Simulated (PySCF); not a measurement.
C₃H₁₀NSi₂ (doublet state).
Structure used (GFN2-xTB), in Å, numbered top down from 1:
```xyz
16
C3H10NSi2 angstrom
N      2.6952   -0.2945    0.6642
Si     1.2893   -0.2822   -0.3544
C     -0.0241   -1.3150    0.5954
C     -1.3810   -0.7550    0.1771
C     -1.4533    0.7546    0.3980
Si     0.0284    1.6475   -0.4207
H      3.5535    0.1264    0.3523
H      2.8867   -1.0750    1.2710
H      0.1042   -1.1903    1.6742
H      0.0126   -2.3858    0.3918
H     -2.1848   -1.2508    0.7337
H     -1.5452   -0.9703   -0.8837
H     -2.4035    1.1328    0.0194
H     -1.4476    0.9528    1.4725
H      0.1621    2.9502    0.2534
H     -0.3001    1.9635   -1.8207
```

The hyperfine couplings belong to this conformer and change with its torsions.

The species is `N[Si]1CCC[SiH2]1` [radical].

Level of theory: UKS B3LYP, pcH-1 on C H N Si, non-relativistic, mean-field spin-orbit, GIAO (PySCF 2.14.0). One conformer (not necessarily the lowest) at the GFN2-xTB geometry, without solvent, vibrations or thermal averaging. A GFN2-xTB geometry isn't a minimum of the functional, and hyperfine couplings can be far from their values at a DFT geometry, by a factor of two or more for some ions and for spin on atoms past the first row. Stability of the SCF solution: not tested.

Computed for the main isotopes (class means, splittings of 0.05 mT or more): g = 2.0031; H9/H10 1H +16.7 MHz (0.59 mT); H15/H16 1H +14.7 MHz (0.52 mT); H8 1H -12.0 MHz (0.43 mT); H7 1H -6.8 MHz (0.24 mT); N1 14N +6.0 MHz (0.21 mT); H13/H14 1H +5.5 MHz (0.20 mT); 324 first-order lines, 3.72 mT wide. Two of these splittings differ by less than 0.03 mT, so with lines wider than that fewer lines would be seen.

Question: What changes when 1H at H15/H16 is replaced by 2H at both sites?

Answer: At a fixed geometry a is proportional to g_N: 0.85744/5.58569 = 0.1535, so a goes from +14.7 to +2.2 MHz (0.080 mT). The spin goes from 1/2 to 1, so the 1:2:1 triplet becomes a 1:2:3:2:1 quintet. The spectrum then has 540 first-order lines over 3.00 mT.

Question: What changes when 14N at N1 is replaced by 15N?

Answer: At a fixed geometry a is proportional to g_N: -0.56638/0.40376 = -1.4028, so a goes from +6.0 to -8.4 MHz (0.299 mT). The spin goes from 1 to 1/2, so the 1:1:1 triplet becomes a 1:1 doublet. The spectrum then has 216 first-order lines over 3.60 mT.

Question: Give position and intensity of the satellites from 29Si at Si2.

Answer: a = -433.5 MHz, or 15.46 mT in magnitude, and I = 1/2, so to first order each main line has two satellites, at ±7.73 mT. The isotope's abundance is about 4.7 %, shared among 2 lines, so each has 2.5 % of the main line's intensity. At 340 mT second-order shifts move them to lower field by up to 0.18 mT.

Question: Give position and intensity of the satellites from 29Si at Si6.

Answer: a = -146.7 MHz, or 5.23 mT in magnitude, and I = 1/2, so to first order each main line has two satellites, at ±2.62 mT. The isotope's abundance is about 4.7 %, shared among 2 lines, so each has 2.5 % of the main line's intensity.

Question: Where do the 13C satellites of C3 appear, and how strong are they?

Answer: a = +27.5 MHz, or 0.98 mT in magnitude, and I = 1/2, so to first order each main line has two satellites, at ±0.49 mT. The isotope's abundance is about 1.07 %, shared among 2 lines, so each has 0.54 % of the main line's intensity.

Nuclei that the bonding pattern makes equivalent are averaged, as if the motion that swaps them (rotation, inversion, ring flip) were fast. H7 and H8 aren't averaged: N1 is flat or nearly so (angle sum 352°), and its turn about the short N1–Si2 bond (1.74 Å) is taken as slow. The 1H value of +14.7 MHz is a mean of couplings from -6.9 to 36.2 MHz in this one geometry, not an average over conformers. The 1H value of +16.7 MHz is a mean of couplings from 6.7 to 26.6 MHz in this one geometry, not an average over conformers.
